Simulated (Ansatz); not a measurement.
Ideal-gas functions of Cl2HISi, SMILES `Cl[SiH](Cl)I` at 600 K and 1 bar, from an Ansatz frequency run at PBE0-D4/def2-TZVP.

Molar mass 226.9 g/mol, point group Cs (symmetry number 1), electronic degeneracy 1, moments of inertia 210.561, 532.664, 712.093 u Å². Harmonic wavenumbers (cm⁻¹, unscaled): 125, 140, 214, 366, 542, 596, 767, 786, 2292.

Use S(trans) = R[1.5 ln M + 2.5 ln T − 1.1517]; rotational temperatures θ = 24.2544 K / I; S(rot) = R[ln(√π/σ · √(T³/θAθBθC)) + 1.5]; for each mode x = 1.438777 ν̃/T, S = R[x/(eˣ − 1) − ln(1 − e⁻ˣ)] and H = RT x/(eˣ − 1); 1 cm⁻¹ = 0.0119627 kJ/mol; R = 8.31446 J/(mol·K).

**Question.** By hand: the entropy, in J/(mol·K).

**Answer.** Translation 191.0. Rotation: θ = 0.1152, 0.0455, 0.0341 K, giving 132.9. Vibration, mode by mode: 18.36, 17.43, 13.95, 9.66, 6.70, 6.02, 4.33, 4.18, 0.22, in all 80.8. Electronic 0.0. Sum 404.7 J/(mol·K).

**Question.** By hand: H − E and G − E in kJ/mol, counted from the electronic energy.

**Answer.** Zero-point energy ½ × 5828 × 0.0119627 = 34.9; thermal vibration 23.6; translation, rotation and pV give 4 RT = 20.0. H − E = 78.5 kJ/mol, and G − E = 78.5 − 600 × 404.7/1000 = -164.3 kJ/mol.

Vibration gives 20 % of the entropy, 35.8 J/(mol·K) of it from the modes under 150 cm⁻¹: soft modes count most, and the harmonic formula is weakest for them.
